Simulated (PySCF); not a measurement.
Si(Me)2(Cl)2 (C2H6Cl2Si), SMILES Cl[Si](C)(Cl)C. Atoms are numbered in the order given.

```xyz
11

C      0.0000     1.5621     1.3423
Si     0.0000     0.0000     0.3374
C      0.0000    -1.5621     1.3423
Cl     1.6800     0.0000    -0.8865
Cl    -1.6800     0.0000    -0.8865
H     -0.8945     1.6082     1.9841
H      0.0000     2.4464     0.6869
H      0.8945     1.6082     1.9841
H      0.0000    -2.4464     0.6869
H     -0.8945    -1.6082     1.9841
H      0.8945    -1.6082     1.9841
```

Geometry: r2SCAN-D4/def2-SVP. The isomer is the one that the SMILES or the coordinates give; other isomers of the formula were not compared.

Method: TDA-PBE0/def2-SVPD in PySCF.

Vertical excitations. The molecule is in vacuum. State labels are in the subgroup C2v.

Computed excitation energies, oscillator strengths and character:
```json
[
 {"state": "S1", "symmetry": "B2", "energy (eV)": "7.73", "λ (nm)": "160", "f": "0.064", "main pairs": "HOMO→LUMO 66 %, HOMO→LUMO+1 32 %"},
 {"state": "S2", "symmetry": "B1", "energy (eV)": "8.02", "λ (nm)": "155", "f": "0.061", "main pairs": "HOMO−1→LUMO 76 %, HOMO−1→LUMO+1 16 %"},
 {"state": "S3", "symmetry": "B2", "energy (eV)": "8.04", "λ (nm)": "154", "f": "0.071", "main pairs": "HOMO→LUMO+1 66 %, HOMO→LUMO 33 %"},
 {"state": "S4", "symmetry": "A2", "energy (eV)": "8.12", "λ (nm)": "153", "f": "0.000", "main pairs": "HOMO→LUMO+2 49 %, HOMO−2→LUMO 36 %, HOMO−2→LUMO+1 13 %"},
 {"state": "S5", "symmetry": "A2", "energy (eV)": "8.31", "λ (nm)": "149", "f": "0.000", "main pairs": "HOMO→LUMO+2 46 %, HOMO−2→LUMO 26 %, HOMO−2→LUMO+1 25 %"},
 {"state": "S6", "symmetry": "A1", "energy (eV)": "8.45", "λ (nm)": "147", "f": "0.098", "main pairs": "HOMO−3→LUMO 56 %, HOMO−3→LUMO+1 20 %, HOMO−1→LUMO+2 19 %"},
 {"state": "S7", "symmetry": "B1", "energy (eV)": "8.45", "λ (nm)": "147", "f": "0.000", "main pairs": "HOMO−1→LUMO+1 73 %, HOMO−1→LUMO 20 %"},
 {"state": "S8", "symmetry": "A1", "energy (eV)": "8.61", "λ (nm)": "144", "f": "0.001", "main pairs": "HOMO−1→LUMO+2 73 %, HOMO−3→LUMO 11 %"},
 {"state": "S9", "symmetry": "A2", "energy (eV)": "8.67", "λ (nm)": "143", "f": "0.000", "main pairs": "HOMO−2→LUMO+1 58 %, HOMO−2→LUMO 36 %"},
 {"state": "S10", "symmetry": "A1", "energy (eV)": "8.82", "λ (nm)": "141", "f": "0.050", "main pairs": "HOMO−3→LUMO+1 64 %, HOMO−3→LUMO 29 %"},
 {"state": "T1", "symmetry": "B2", "energy (eV)": "7.36", "λ (nm)": "169", "f": "0", "main pairs": "HOMO→LUMO 53 %, HOMO→LUMO+1 39 %"},
 {"state": "T2", "symmetry": "B1", "energy (eV)": "7.47", "λ (nm)": "166", "f": "0", "main pairs": "HOMO−1→LUMO+1 48 %, HOMO−1→LUMO 45 %"},
 {"state": "T3", "symmetry": "A2", "energy (eV)": "7.65", "λ (nm)": "162", "f": "0", "main pairs": "HOMO→LUMO+2 47 %, HOMO−2→LUMO 27 %, HOMO−2→LUMO+1 22 %"},
 {"state": "T4", "symmetry": "B2", "energy (eV)": "7.86", "λ (nm)": "158", "f": "0", "main pairs": "HOMO→LUMO+1 56 %, HOMO→LUMO 40 %"}
]
```
Triplets are in the Tamm–Dancoff approximation.
